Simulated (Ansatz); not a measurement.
Lewis adduct: AlH3 (SMILES [AlH3]) (first 4 atoms) with H2S (SMILES S); geometry from B3LYP-D3(BJ)/def2-TZVP.
(charge 0, multiplicity 1):
```json
[
 {"atom": "Al", "x (Å)": "-0.2520", "y (Å)": "-0.1264", "z (Å)": "0.4923"},
 {"atom": "H", "x (Å)": "-1.0017", "y (Å)": "-1.4932", "z (Å)": "0.8004"},
 {"atom": "H", "x (Å)": "-1.1170", "y (Å)": "1.1968", "z (Å)": "0.3387"},
 {"atom": "H", "x (Å)": "1.1968", "y (Å)": "-0.1837", "z (Å)": "-0.1560"},
 {"atom": "S", "x (Å)": "0.5777", "y (Å)": "0.4083", "z (Å)": "2.8718"},
 {"atom": "H", "x (Å)": "1.0835", "y (Å)": "-0.8003", "z (Å)": "3.1740"},
 {"atom": "H", "x (Å)": "-0.5693", "y (Å)": "0.1725", "z (Å)": "3.5329"}
]
```

Basis-set superposition error: the interaction energy with monomers in their own basis, and in the dimer's basis (counterpoise).

Programs: Ansatz (an electronic-structure program) with Gaussian orbitals. 

```tsv
level	uncorrected (kJ/mol)	counterpoise (kJ/mol)	difference
HF/aug-cc-pV(T+d)Z	-43.8	-43.5	0.4
SVWN5/def2-TZVPPD	-89.1	-88.4	0.6
PBE/def2-TZVPPD	-65.6	-65.1	0.5
revPBE/def2-TZVPPD	-53.4	-52.9	0.4
B97M-V/def2-TZVPPD	-65.6	-65.2	0.4
B3LYP/def2-TZVPPD	-52.9	-52.4	0.5
B2PLYP/def2-TZVPPD	-57.5	-56.2	1.3
SCS-MP2/aug-cc-pV(T+d)Z	-59.8	-56.7	3.1
CCSD/aug-cc-pV(D+d)Z	-55.7	-50.0	5.8
CCSD/aug-cc-pV(T+d)Z	-60.0	-57.8	2.3
```

The error is largest for CCSD/aug-cc-pV(D+d)Z (5.8 kJ/mol) and smallest for HF/aug-cc-pV(T+d)Z (0.4 kJ/mol).
